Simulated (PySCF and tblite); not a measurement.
Values are calculated unless marked as measured or tabulated.
C5H7N3O, numbered as in [H]/[N:8]=[CH:7]\[c:6]1[o:5][n:4][c:3]([CH2:2][CH3:1])[n:9]1.

First level. Geometries GFN2-xTB; weights from B3LYP-D3(BJ)/def2-SVP (IEF-PCM, methanol) energies and GFN2-xTB thermal corrections, with symmetry numbers and mirror pairs. Conformers within 3 kcal/mol (GFN2-xTB free energy) were kept, 5 at most. GIAO shieldings: KT2/pcSseg-1 (IEF-PCM, methanol). Shifts are against TMS (¹H), TMS (¹³C) at the same level. Codes: tblite and PySCF.

It gives, at 298.15 K, with 2 conformers (largest weight 60 %): ¹H: 8.49 (H7, 1H), 3.12 (H2, 2H), 1.44 (H1, 3H) ppm. ¹³C: 169.4 (C3), 167.3 (C6), 148.0 (C7), 24.9 (C2), 17.6 (C1) ppm.

Second level: GFN2-xTB geometries, energies revPBE-D3(BJ)/pcSseg-1 (IEF-PCM, methanol), SCF tolerance 1e-07, shieldings revPBE/pcSseg-1 (IEF-PCM, methanol), SCF tolerance 1e-07, on up to 4 of the same conformers.

How do the averaged shifts change?


```
signal  first  second  change (ppm)
    H1   1.44    1.45          0.00
    H2   3.12    3.11         -0.01
    H7   8.49    8.75          0.27
    C1   17.6    17.8           0.3
    C2   24.9    25.9           1.0
    C3  169.4   175.9           6.5
    C6  167.3   172.4           5.2
    C7  148.0   155.7           7.7
```

The largest weight becomes 65 %.

H on N, O and S are left out: they exchange, and hydrogen bonds move them by several ppm. Shifts are unscaled: against experiment ¹³C can be off by 15 ppm or more and ¹H by 0.8 ppm.


Conformer gaps in def2-SVP or pcSseg-1 on xTB geometries can be 2 kcal/mol off for S=O, P=O and other polar bonds.